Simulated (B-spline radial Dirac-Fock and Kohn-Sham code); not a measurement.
# Atomic SCF run for Cr²⁺

ΔSCF core binding energies without Breit or QED terms, calculated with a radial B-spline solver. Keys: rel is the Hamiltonian (dirac, or spin-free x2c and nr, where L3 and M5 stand for the whole 2p and 3d shells), method is hf or an exchange,correlation pair (spin-unpolarised, also for the hole states), nuc the nuclear model, radius_factor scales its radius, rmax is the box in bohr, h the logarithmic mesh step, order the B-spline order, points the quadrature points per cell, c_factor scales the speed of light, and damp, ndamp, maxit and tol steer the iteration. The run stops when the commutator error falls below 10·tol·max(1, Z/10), or the numerical noise floor, and the energy has settled to about 1e-8 Ha; the virial ratio is −V/T.

Input (task.json):

```json
{"items": [{"Z": 24, "q": 2, "cfg": [[1, 0, 2], [2, 0, 2], [2, 1, 6], [3, 0, 2], [3, 1, 6], [3, 2, 4]], "A": 52, "rrms": 3.6452, "do": "settings", "holes": ["K", "L3", "M5"],
  "settings": [{"rel": "dirac", "method": "hf", "nuc": "fermi", "radius_factor": 1.0, "rmax": 1.0, "h": 0.3, "order": 8, "points": 10, "c_factor": 1.0, "maxit": 77, "damp": 0.5, "ndamp": 3, "tol": 1e-08}]}]}
```

Command: `python xray2_run.py task.json out`

Ground-state iterations:

```
iter   energy (Ha)        error
   1     -983.35670727  8.08e-01
   2     -984.05237005  4.54e-02
   3     -984.05821437  2.03e-02
   4     -984.05931540  9.17e-03
   5     -984.05956842  1.19e-03
   6     -984.05957300  2.57e-05
   7     -984.05957300  1.82e-06
   8     -984.05957300  2.53e-08
```

The ground state converged in 8 iterations, with total energy -984.05957 Ha, virial ratio 1.78515 and highest orbital energy 194.45 eV. ΔSCF binding energies: K (1s) 5776.8 eV, L3 (2p3/2) 405.1 eV. Holes are computed only in closed shells, and unreliable hole states are left out.

Problem. One setting is unsound. Which, and why?

Solution. rmax squeezes the outer orbitals. With the default settings (Dirac Hartree-Fock): The ground state converged in 10 iterations, with total energy -1048.89423 Ha, virial ratio 1.98766 and highest orbital energy -30.75 eV. ΔSCF binding energies: K (1s) 6029.6 eV, L3 (2p3/2) 607.9 eV. Holes are computed only in closed shells, and unreliable hole states are left out.
